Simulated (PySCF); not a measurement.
C3H8O2Si, SMILES OC[SiH]1COC1. Atoms are numbered in the order given.

```xyz
14

O      2.6522    -0.0484     0.5283
C      1.7349     0.0889    -0.5643
Si     0.0084     0.4846     0.1260
C     -1.0583    -0.9306     0.8220
O     -2.1247    -0.6040    -0.1048
C     -1.5607     0.4173    -0.9615
H      2.7455     0.8233     0.9425
H      2.0817     0.8313    -1.3121
H      1.7195    -0.8841    -1.0817
H      0.1641     1.6850     1.0015
H     -0.6793    -1.9566     0.6532
H     -1.4146    -0.8674     1.8647
H     -2.2181     1.3037    -1.0008
H     -1.4313     0.0459    -1.9965
```
Charge 0, spin multiplicity 1.

Geometry: TPSSh-D3(BJ)/def2-SVP. The geometry has at least one imaginary mode, so it is a saddle point at that level. This is a generated structure with no PubChem entry under its InChIKey; it may be hypothetical. The values are those of a single conformer.

Calculation: PBE/pcSseg-1 (PySCF).

GIAO shieldings, no solvent; atoms listed in one row are averaged. δ = σ(ref) − σ: ¹⁷O against H2O (σ = 334.3 ppm); ¹³C against TMS (σ = 182.0 ppm); ²⁹Si against TMS (σ = 335.4 ppm); ¹H against TMS (σ = 31.49 ppm), references at their B3LYP-D3(BJ)/def2-TZVP geometries, non-relativistic.

| nucleus | atoms | count | δ (ppm) |
|---|---|---|---|
| ¹⁷O | O5 | 1 | 43.5 |
| ¹⁷O | O1 | 1 | 13.1 |
| ¹³C | C4 | 1 | 75.0 |
| ¹³C | C6 | 1 | 72.5 |
| ¹³C | C2 | 1 | 62.2 |
| ²⁹Si | Si3 | 1 | 3.2 |
| ¹H | H10 | 1 | 5.54 |
| ¹H | H11 | 1 | 4.99 |
| ¹H | H12 | 1 | 4.94 |
| ¹H | H14 | 1 | 4.75 |
| ¹H | H13 | 1 | 4.73 |
| ¹H | H9 | 1 | 4.48 |
| ¹H | H8 | 1 | 4.33 |
| ¹H | H7 | 1 | -0.88 |
